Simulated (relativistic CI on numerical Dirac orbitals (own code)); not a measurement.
Sm IV: what numerical and physical settings do to a radial Dirac CI calculation

Reference input:

```
atom Sm  Z=62  charge=3  electrons=59
nucleus A=152  rms_radius_fm=5.0819
hamiltonian dirac-coulomb  breit=on  qed=on  c_scale=1
orbitals kli  potential=per-configuration
slater_scale 1
correlation none
mixing on
grid step=0.0125 r_max=64.9
scf mixing=0.4 start=green max_iterations=150 tolerance=2e-08 node_fill=0.05
configurations
  [Xe] 4f5
  [Xe] 4f4 6s
  [Xe] 4f3 6s2
end
```

Computed lowest total energy -10412.58562 Ha, first excitation 994.9 cm⁻¹, 40 SCF steps. Runs with settings changed; * marks those that are bad on purpose:

| Changed | Outcome | Lowest level | ΔE (Ha) | First excitation (cm⁻¹) | SCF steps | Message |
| --- | --- | --- | --- | --- | --- | --- |
| grid step 0.04, SCF tolerance 1e-06 | converged | 4f5 6H°_5/2 | 0.000608 | 994.9 | 33 |  |
| SCF mixing 0.05, end of the grid at 45.43 bohr | converged | 4f5 6H°_5/2 | -1.29e-09 | 994.9 | 51 |  |
| node fill of the KLI weights 0.5, grid step 0.006 | converged | 4f5 6H°_5/2 | 0.0728 | 1167.5 | 40 |  |
| QED terms off, iteration limit 30 | converged | 4f5 6H°_5/2 | -6.22 | 988.9 | 40 |  |
| charge 2 * | refused |  |  |  | 0 | configuration [Xe] 4f5 has 59 electrons, the ion has 60 |
| Slater scale 2 * | converged | 4f5 6H°_5/2 | -0.239 | 955.7 | 40 |  |

With so few configurations and no correlation, terms lie too far apart (by 10 to 50 % near neutrality), their order can be wrong, and levels of other configurations are missing.
